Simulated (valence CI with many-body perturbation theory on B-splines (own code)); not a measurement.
# E1 line list for Ga XVIII

Method: valence CI with perturbative core correlation (CI+MBPT): four valence electrons over a frozen Dirac-Fock core [Ne], a basis of 11 s, 11 p, 10 d, 8 f, 5 g, 2 h functions for each j, with the one-electron correlation potential Σ1 (screened to all orders), the two-electron term Σ2, the three-electron term Σ3, Breit, model QED; selected single and double excitations, second order for the rest, scaled by the run's own slope (own B-spline code, finite nucleus).

No measured spectrum was set against this ion. As an estimate, levels of excited configurations hold to 0.05 to 0.15 % of their energy, terms of the ground configuration to about 0.5 %. Among the levels kept, up to 810 cm⁻¹ of a level comes from second order outside the variational space, and about a tenth of that is noise between levels of different J, which matters for small intervals.

Lines 201 to 250 of 562 in falling wavelength, among levels below 1662500 cm⁻¹, chosen from the strongest by gf and those to the six lowest levels. Wavelengths and rates use the calculated energies, so an error of 300 cm⁻¹ moves a line at 18.61 nm by 0.056 % and its rate by three times that or more. Electric multipoles are in the length gauge, E1 and E2 with the static RPA response of the core. Weak lines are less certain than strong ones. Lines between different terms over intervals too small for the method are left out, as are lines whose strength nearly cancels. Where a level lies close to another of its J and parity, the split of strength between their lines is uncertain. The highest levels of a list are the least certain.

Names give the largest LS component (configuration and term), which can be under half, so a name can repeat, a term be missing and a line seem to break the LS rules; names also repeat where a configuration has a term twice. Letters in brackets count levels of one name in rising energy.

```
λ vac (nm)              Upper             Lower   A (s⁻¹)  log gf  Branch %
     18.61   3s3p²3d ³D_2 [d]     3s²3p3d ³P°_2  7.84e+09   -0.69       8.3
     18.58    3p³3d ³D°_3 [c]      3s3p²3d ¹G_4  5.08e+09   -0.74       5.4
     18.54   3s3p²3d ³P_2 [c]     3s²3p3d ¹D°_2  1.44e+10   -0.43       9.1
     18.52   3s3p²3d ¹D_2 [b]     3s²3p3d ³P°_2  5.90e+09   -0.82       7.5
     18.51    3p³3d ³D°_1 [d]  3s3p²3d ³F_2 [b]  6.68e+09   -0.99       6.4
     18.51   3s3p²3d ³D_1 [c]     3s²3p3d ³F°_2  2.45e+10   -0.42      35.0
     18.49    3p³3d ³P°_2 [a]  3s3p²3d ³F_3 [a]  4.08e+09   -0.98       5.0
     18.48      3s3p3d² ³G°_5  3s3p²3d ³F_4 [b]  7.94e+09   -0.35      12.8
     18.48   3s3p²3d ³P_1 [a]       3s3p³ ³P°_2  1.33e+10   -0.69      20.3
     18.47   3s3p²3d ³P_1 [c]     3s²3p3d ³D°_2  3.32e+10   -0.29      22.0
     18.46   3s3p²3d ³D_2 [c]     3s²3p3d ³F°_2  1.90e+10   -0.31      28.7
     18.41      3s3p3d² ³F°_2      3s3p²3d ³G_3  1.74e+10   -0.35      29.3
     18.40      3s3p3d² ³F°_3  3s3p²3d ³D_2 [a]  4.74e+09   -0.77       7.5
     18.39    3p³3d ³D°_3 [b]  3s3p²3d ³F_4 [a]  1.40e+10   -0.30      42.4
     18.39    3p³3d ³D°_1 [c]  3s3p²3d ³D_1 [a]  1.05e+10   -0.80      11.2
     18.37    3p³3d ¹D°_2 [b]  3s3p²3d ¹F_3 [a]  4.56e+09   -0.94       5.1
     18.31    3p³3d ³D°_3 [c]  3s3p²3d ³D_3 [a]  6.02e+09   -0.67       6.4
     18.30   3s3p²3d ¹P_1 [b]     3s²3p3d ³D°_1  8.09e+09   -0.91       5.9
     18.27      3s²3p3d ³F°_2       3s²3p² ³P_2  1.11e+09   -1.56      38.8
     18.26      3s3p3d² ³F°_3      3s3p²3d ³G_4  1.16e+10   -0.39      18.3
     18.25  3s3p3d² ⁵D°_4 [b]      3s3p²3d ³G_5  5.50e+09   -0.61       6.7
     18.23   3s3p²3d ¹D_2 [c]     3s²3p3d ¹F°_3  4.89e+10    0.09      31.3
     18.23  3s3p3d² ³G°_3 [b]  3s3p²3d ³D_2 [b]  7.64e+09   -0.57      13.8
     18.22   3s3p²3d ¹F_3 [a]       3s3p³ ¹D°_2  7.74e+09   -0.57      18.1
     18.20       3s3p²3d ³S_1     3s²3p3d ³F°_2  1.04e+10   -0.81      15.4
     18.18   3s3p²3d ³P_0 [c]     3s²3p3d ³P°_1  5.25e+10   -0.59      31.9
     18.15   3s3p²3d ³F_2 [c]     3s²3p3d ³F°_2  1.12e+10   -0.56      13.1
     18.12    3p³3d ³D°_2 [b]  3s3p²3d ³F_3 [a]  9.66e+09   -0.62      18.6
     18.08        3s3p³ ³S°_1       3s²3p² ³P_1  2.18e+10   -0.49      25.8
     18.08      3s3p3d² ³G°_4  3s3p²3d ³F_3 [b]  3.31e+09   -0.84       4.9
     18.05        3p³3d ³F°_4  3s3p²3d ³F_4 [a]  2.61e+09   -0.94       7.6
     18.05           3p⁴ ³P_1       3s3p³ ⁵S°_2  7.69e+06   -3.95       0.1
     17.99   3s3p²3d ³F_4 [c]     3s²3p3d ³F°_3  3.42e+09   -0.83       4.5
     17.99      3s²3p3d ³P°_1       3s²3p² ¹S_0  2.47e+07   -3.44       0.0
     17.98      3s3p3d² ³F°_4  3s3p²3d ³D_3 [a]  7.21e+09   -0.50       9.6
     17.95      3s3p3d² ³F°_4      3s3p²3d ³G_5  1.02e+10   -0.35      13.5
     17.92       3s3p²3d ⁵F_1       3s3p³ ⁵S°_2  1.09e+07   -3.80       0.2
     17.90        3s²3d² ³P_2     3s²3p3d ¹P°_1  8.40e+09   -0.70       5.5
     17.84   3s3p²3d ³D_3 [d]     3s²3p3d ³F°_4  7.95e+09   -0.58       8.1
     17.83    3p³3d ³D°_3 [a]          3p⁴ ³P_2  3.64e+09   -0.92      16.7
     17.79   3s3p²3d ³P_0 [a]       3s3p³ ³P°_1  2.49e+10   -0.93      39.6
     17.78    3p³3d ³D°_2 [c]  3s3p²3d ³P_1 [a]  7.85e+09   -0.73       8.5
     17.78       3s3p²3d ⁵F_2       3s3p³ ⁵S°_2  1.59e+08   -2.42      29.1
     17.74    3p³3d ¹D°_2 [b]  3s3p²3d ³D_2 [a]  4.45e+09   -0.98       5.0
     17.74      3s²3p3d ³F°_3       3s²3p² ³P_2  1.71e+09   -1.25      99.7
     17.73   3s3p²3d ¹F_3 [b]     3s²3p3d ³D°_2  3.89e+09   -0.89       2.5
     17.70      3s²3p3d ³F°_2       3s²3p² ³P_1  5.34e+08   -1.90      18.6
     17.69      3s3p3d² ³H°_5      3s3p²3d ³G_5  3.57e+09   -0.73       9.0
     17.64      3s3p3d² ⁵G°_4      3s3p²3d ⁵D_3  2.91e+09   -0.91      16.5
     17.64  3s3p3d² ⁵D°_3 [b]  3s3p²3d ³P_2 [a]  5.58e+09   -0.74       6.6
```
